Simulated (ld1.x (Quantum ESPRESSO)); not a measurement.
# cobalt (Co), PAW: configuration errors across variants

```
Element                 : Co
Generator               : ld1.x (Quantum ESPRESSO) 7.5
Type                    : PAW
Functional              : PBE
Relativity              : scalar-relativistic
Frozen core             : [Ar]
Valence charge          : 9
Reference configuration : 3d7 4s1.5 4p0.5
Partial waves           : 4s (bound): rcut 2.15, rcutus 2.50 bohr; 4s channel at 2.65 Ry: rcut 2.15, rcutus 2.50 bohr; 4p (bound): rcut 2.65, rcutus 2.95 bohr; 4p channel at 2.55 Ry: rcut 2.65, rcutus 2.95 bohr; 3d (bound): rcut 1.60, rcutus 1.85 bohr; 3d channel at 4.3 Ry: rcut 1.60, rcutus 1.85 bohr
Local potential         : all-electron potential smoothed inside 2.20 bohr (lloc = -2)
Core correction         : Bessel-smoothed model core inside 1.10 bohr
Augmentation charge     : PSQ, inside the norm-conserving radii
```

All-electron excitation energies from the reference (eV): (1) 3d7 4s2 4p0 -2.135; (2) 3d7 4s1 4p0 6.895; (3) 3d7 4s0 4p0 23.681; (4) 3d8 4s0 4p0 4.336; (5) 3d7 4s0 4p2 6.843; (6) 3d7 4s0 4p1 12.263; (7) 3d7 4s1 4p1 2.215.

Errors AE − PS in meV (a dash: test not solved or not reliable):

| change | (1) | (2) | (3) | (4) | (5) | (6) | (7) | bound ghosts |
| --- | --- | --- | --- | --- | --- | --- | --- | --- |
| base | +0.1 | -1.8 | -13 | -101 | -2.6 | -4.7 | -0.4 | none |
| core correction a·sin(br)/r model core, default radius (ld1.x builds one for every PAW set, though the input has nlcc=.false.) | +0.2 | +0.2 | +9.9 | -123 | -0.6 | 0.0 | -0.3 | none |
| core correction Bessel-smoothed model core inside 0.88 bohr | +0.1 | -1.8 | -13 | -101 | -2.6 | -4.7 | -0.4 | none |
| core correction Bessel-smoothed model core inside 1.08 bohr | +0.1 | -1.8 | -13 | -101 | -2.6 | -4.7 | -0.4 | none |
| core correction Bessel-smoothed model core inside 1.62 bohr | +0.1 | -1.9 | -13 | -101 | -2.6 | -4.7 | -0.4 | none |
| core correction Bessel-smoothed model core inside 1.98 bohr | +0.1 | -1.7 | -11 | -102 | -2.3 | -4.1 | -0.4 | none |
| core correction Bessel-smoothed model core inside 2.20 bohr | +0.2 | -1.5 | -7.5 | -104 | -1.8 | -3.2 | -0.4 | none |

Q: Give the same row for: core correction Bessel-smoothed model core inside 1.40 bohr.

A: +0.1, -1.9, -13, -101, -2.6, -4.7, -0.4; bound ghosts: none.
